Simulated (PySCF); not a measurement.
Electron correlation in Cd⁺ (cadmium, charge +1)

[Kr] 4d9 5s2, 2D determinant (an excited configuration). Calculation: PySCF 2.14, in x2c-TZVPPall with one added diffuse shell each of s, p, d, f type (9s7p7d3f1g, 95 functions); the spin-free X2C one-electron Hamiltonian (Gaussian nucleus). Frozen: [Kr]; 11 electrons correlated.

| level | correlation energy (mhartree) |
| --- | --- |
| CCSD | -361.50 |
| (T) | -11.60 |
| CCSD(T) | -373.10 |

Diagnostics: T1 = 0.011, D1 = 0.0377, largest double amplitude 0.077.

Cost of the coupled-cluster step: about 40 core-seconds, for 11 correlated electrons.
